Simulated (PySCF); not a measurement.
HO2, SMILES O[O], multiplicity 2. Atoms are numbered in the order given.

```xyz
3

O     -0.1250    -0.5979     0.0000
O      0.0274     0.7188     0.0000
H      0.7808    -0.9671     0.0000
```
Charge 0, spin multiplicity 2.

Geometry optimised at B3LYP-D3(BJ)/def2-TZVPD. The isomer is the one that the SMILES or the coordinates give; other isomers of the formula were not compared.

Two levels are set side by side: PBE/pcH-1 (PySCF) and B3LYP/pcH-1 (PySCF). Contact hyperfine couplings, same geometry. Differences are taken from unrounded values.

```csv
quantity,B3LYP
"A(iso) of 17O, atom O1 (MHz)",-28.2
"A(iso) of 17O, atom O2 (MHz)",-46.1
"A(iso) of 1H, atom H3 (MHz)",-26.7
```

Q: What does PBE give, and how far is it from B3LYP? (The exact figures need the calculation; the answer reports its results.)

A: 
| quantity | PBE | PBE minus B3LYP |
|---|---|---|
| A(iso) of 17O, atom O1 (MHz) | -14.8 | 13.4 |
| A(iso) of 17O, atom O2 (MHz) | -22.2 | 23.9 |
| A(iso) of 1H, atom H3 (MHz) | -24.8 | 1.9 |

Rough cost on one machine, each run with all the roots and properties that it gave: B3LYP against PBE within a factor of 2.
